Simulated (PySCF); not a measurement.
CH8BClOSi2

The system: CH8BClOSi2, a small molecule; neutral, singlet. The structure, one conformer, was relaxed in the gas phase by PBE0-D3(BJ)/def2-SVP. No frequency run checks that it is a minimum.

SMILES: C[Si](O)(Cl)B[SiH3]

```xyz
14

Si   -0.719   -0.182    0.195
C    -2.445    0.455    0.478
Cl   -0.439   -0.318   -1.957
B     0.860    0.848   -0.277
Si    2.672   -0.016   -0.346
O    -0.493   -1.657    0.907
H    -3.200   -0.278    0.153
H    -2.602    1.385   -0.087
H    -2.606    0.663    1.548
H     0.702    2.007   -0.578
H     2.616   -1.510   -0.345
H     3.474    0.421   -1.533
H     3.425    0.411    0.882
H    -1.250   -2.246    0.978
```
Atoms count from 1 in this order.

Shieldings: GIAO PBE0/pcSseg-1. Shifts are against computed references at the same level: C TMS (σ 184.4 ppm), H TMS (σ 31.27 ppm), Si TMS (σ 352.0 ppm). Core levels by delta-SCF with SCAN, pcX-2 on the ionised atom and pcseg-1 elsewhere, spin-free X2C (2p3/2 is the spin-free 2p value less a third of a first-order spin-orbit splitting); from the vacuum level, for chosen atoms.

Give the shieldings and core levels atom by atom.


```json
{"atoms": "Si1", "bonded to": "1 B + 1 C + 1 Cl + 1 O", "σ (ppm)": "315.9", "δ (ppm)": "36.1", "core level (eV)": "2p3/2 107.70"}
{"atoms": "C2", "bonded to": "1 Si + 3 H", "σ (ppm)": "181.1", "δ (ppm)": "3.3", "core level (eV)": "1s 290.79"}
{"atoms": "Cl3", "bonded to": "1 Si", "σ (ppm)": "977.7", "δ (ppm)": "-", "core level (eV)": "2p3/2 205.54"}
{"atoms": "B4", "bonded to": "2 Si + 1 H", "σ (ppm)": "56.7", "δ (ppm)": "-", "core level (eV)": "1s 195.28"}
{"atoms": "Si5", "bonded to": "1 B + 3 H", "σ (ppm)": "449.7", "δ (ppm)": "-97.7", "core level (eV)": "-"}
{"atoms": "O6", "bonded to": "1 Si + 1 H", "σ (ppm)": "264.9", "δ (ppm)": "-", "core level (eV)": "1s 538.96"}
{"atoms": "H7 H8 H9", "bonded to": "1 C", "σ (ppm)": "30.54", "δ (ppm)": "0.73", "core level (eV)": "-"}
{"atoms": "H10", "bonded to": "1 B", "σ (ppm)": "24.67", "δ (ppm)": "6.59", "core level (eV)": "-"}
{"atoms": "H11 H12 H13", "bonded to": "1 Si", "σ (ppm)": "27.49", "δ (ppm)": "3.77", "core level (eV)": "-"}
{"atoms": "H14", "bonded to": "1 O", "σ (ppm)": "28.93", "δ (ppm)": "2.33", "core level (eV)": "-"}
```

Values are those of this one static structure, with the three H of a rotating XH3 group averaged; atoms that internal rotation interchanges would show their mean in an NMR spectrum.

The core-hole state of B4 is spin-contaminated (⟨S²⟩ 0.81 against 0.75 for a pure doublet), so that value and differences from it are less sure.

By CAM-B3LYP/def2-SVPD (TDDFT singlets, Tamm-Dancoff triplets, ionisation by delta-SCF), where does absorption start, and what does vertical ionisation take?

The lowest singlet lies at 4.70 eV (f 0.005), the strongest of the first 6 at 7.29 eV (f 0.092), the lowest triplet at 3.96 eV; vertical ionisation takes 9.70 eV.
